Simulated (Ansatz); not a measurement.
Reaction (redistribution): `N[CH2][Al]([OH])[SH]` + `C[SiH](N)O` → `[CH3][Al]([OH])[SH]` + `NC[SiH](N)O`

Isolated molecules relaxed with PBE0-D4/def2-TZVP in Ansatz; ΔE leaves out vibrations. CCSD(T)/CBS is the MP2 limit (def2-TZVPP, def2-QZVPP) plus CCSD(T) − MP2 in def2-TZVPP, frozen cores. DFT in def2-TZVPP. B3LYP here is the variant with VWN-RPA as its local correlation; programs differ in this. One conformer a species, not always the lowest.

```csv
level,ΔE (kJ/mol),difference from CCSD(T)/CBS
PBE-D4,-15.8,5.5
r2SCAN-D4,-18.9,2.4
PBE0-D4,-19.3,2.0
B3LYP-D4,-19.2,2.1
B2PLYP,-20.1,1.2
PBE,-15.2,6.1
r2SCAN,-18.7,2.6
PBE0,-18.8,2.5
HF/def2-TZVPP,-24.3,-3.0
MP2/def2-TZVPP,-22.6,-1.3
SCS-MP2/def2-TZVPP,-22.2,-0.9
CCSD/def2-TZVPP,-22.4,-1.1
CCSD(T)/def2-TZVPP,-21.6,-0.3
MP2/def2-QZVPP,-22.4,-1.1
HF/CBS(def2),-24.2,-2.9
MP2/CBS(def2),-22.3,-1.0
CCSD(T)/CBS,-21.3,0
```

Largest T1 diagnostic among the species: 0.012.

From PBE to PBE0 (25 % exact exchange), in def2-TZVPP and without D4, ΔE moves by −3.6 kJ/mol.

CCSD(T)/CBS has its own doubt, a few kJ/mol and more with outer-core shells, so smaller differences from it don't rank the levels.
